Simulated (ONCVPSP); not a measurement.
## holmium: ONCV pseudisation with PBE, scalar-relativistic reference atom.

ONCVPSP 4.0.1 input, shortened (lines: element, Z, core and valence counts, functional; n l f; lmax; l rc ep ncon nbas qcut; lloc lpopt rc5 dvloc0; l nproj debl; icmod fcfact rcfact), PBE, scalar-relativistic:

```
  Ho 67.00    9    4        4      upf
    1    0    2.00
    2    0    2.00
    2    1    6.00
    3    0    2.00
    3    1    6.00
    3    2   10.00
    4    0    2.00
    4    1    6.00
    4    2   10.00
    4    3   11.00
    5    0    2.00
    5    1    6.00
    6    0    2.00
    3
    0    2.20    0.00    3    6    6.80
    1    1.55    0.00    3    6    6.20
    2    1.95    0.25    5    9    5.20
    3    1.40    0.00    3    7   12.90
    4    5    1.25    0.00
    0    2    3.20
    1    2    0.90
    2    2    3.30
    3    1    3.50
    0    0.00    0.00
```

In the p channel the program set the typed energies aside and used -0.951, 0.250 Ha. In the d channel the program set the typed energies aside and used 0.050, 3.350 Ha.

Task: Does the generator finish with these settings?

Result: Yes, a potential is produced and its reference levels are reproduced.

Task: Estimate the cutoffs (Ha) at which the residual kinetic energy of the hardest occupied pseudo-wave falls to 1 and 0.1 mHa per electron.

Result: 68 Ha and 75 Ha.

Task: What does a ghost test show?

Result: No bound ghost flagged; GHOST(+) flagged for s at 53.1 eV, p at 224.9 eV.

Task: Which valence shell sets the plane-wave cutoff?

Result: 4f: 68 Ha for 1 mHa per electron, against 17 Ha for 5p.

Tests left out (the all-electron energies of this program are off by 10 to 40 meV for near-neutral 4f atoms).
